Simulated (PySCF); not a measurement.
C2H4ClNOSi, SMILES C[Si@@H](Cl)OC#N.

Geometry optimised at PBE0-D3(BJ)/def2-SVP. The structure was generated by enumeration; whether it is a known compound was not checked. One conformer was computed; it need not be the lowest.

Computed with CAM-B3LYP/def2-TZVP (PySCF).

Isolated molecule, no solvent.

total energy: -958.40264 hartree
highest occupied level: -10.18 eV
lowest empty level: 0.87 eV
orbital gap: 11.05 eV
dipole moment: 4.87 D
quadrupole, principal values (traceless, Buckingham form, about the centre of nuclear charge): -14.98, 5.63, 9.34 D·Å
mean static polarisability: 64.0 bohr³ (9.48 Å³)
polarisability, principal values: 55.1, 63.0, 73.8 bohr³
